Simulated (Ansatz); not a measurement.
The same path of H3N + H5NOSi (12 atoms, charge 0, multiplicity 1) was run twice with different band settings. Lost on the way: Si1–O2, H6–N7. Made: Si1–N7, O2–H6.

The calculation used RKS PBE0-D4/def2-SVP in Ansatz.

Relaxed end points:

```xyz
12
Properties=species:S:1:pos:R:3
Si 0.098 -1.210 0.043
O -1.093 -0.636 -0.980
H -0.168 -2.682 0.170
H 1.476 -1.007 -0.489
N 0.051 -0.349 1.525
H -0.435 1.590 -1.277
N 0.210 2.199 -0.773
H -1.572 -1.309 -1.471
H 0.899 -0.011 1.962
H -0.733 -0.375 2.165
H 1.140 1.905 -1.070
H 0.127 1.885 0.194
```

```xyz
12
Properties=species:S:1:pos:R:3
Si 1.024 -0.435 0.159
O -2.156 0.182 -0.456
H 0.921 -1.549 -0.843
H 2.415 -0.466 0.717
N -0.044 -0.419 1.496
H -1.316 0.611 -0.723
N 0.603 0.972 -0.803
H -2.252 -0.535 -1.091
H 0.178 -0.880 2.369
H -1.040 -0.379 1.283
H 0.960 1.018 -1.754
H 0.706 1.879 -0.353
```

Common settings: movable images 7; climbing image yes; optimiser quadratic models (default); start path through a guess of the saddle point; force threshold 0.03 eV/Å; iteration limit 60; end points relaxed.

| run | spring |
| --- | --- |
| 1 | 5.0 eV/Å² |
| 2 | 50.0 eV/Å² |

Task: What does each run give, and how far can it be trusted?

Result: Run 1: converged after 15 iterations, highest image 0.887 eV above the first end. A vibrational analysis at the climbing image gives one clearly imaginary mode, 951i cm⁻¹: a first-order saddle point.
Run 2: converged after 14 iterations, highest image 0.887 eV above the first end. Another band between the same ends (7 images) ends at a top of the same energy, where a vibrational analysis finds 1 clearly imaginary mode.
The orbitals stay closed-shell, which can raise the energy where a bond breaks towards radicals; this wasn't checked here.
